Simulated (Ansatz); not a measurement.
Consider the isomerisation: `C=[CH][Al]([CH3])[OH]` → `O[C]1([AlH2])CC1`.

Isolated molecules relaxed with PBE0-D4/def2-TZVP in Ansatz; ΔE leaves out vibrations. CBS: MP2 limit from def2 TZ/QZ plus the TZ coupled-cluster correction, frozen cores. Functionals use def2-TZVPP. Each species was taken in one conformer, which may not be the lowest.

CCSD(T)/CBS gives +74.2 kcal/mol.

Another level gave +67.1 kcal/mol. Which?
A. r2SCAN-D4/def2-TZVPP
B. CCSD/def2-TZVPP
C. HF/def2-TZVPP
D. PBE0-D4/def2-TZVPP

D. PBE0-D4 67.1, CCSD/def2-TZVPP 73.5, r2SCAN-D4 71.6, HF/def2-TZVPP 75.7 kcal/mol.

Largest T1 diagnostic among the species: 0.012.

In def2-TZVPP, CCSD(T) changes the Hartree–Fock value by −2.4 kcal/mol (the triples alone add −0.1 kcal/mol) and MP2 by −2.7 kcal/mol. The D4 term adds −0.8 kcal/mol with B3LYP and −0.3 kcal/mol with PBE0; it sums over pairs of atoms, weighted by their polarisabilities, and B3LYP, whose exchange is more repulsive, gets the larger term.

CCSD(T)/CBS has its own doubt, a few kJ/mol and more with outer-core shells, so smaller differences from it don't rank the levels.

B3LYP here is the variant with VWN-RPA as its local correlation; programs differ in this.
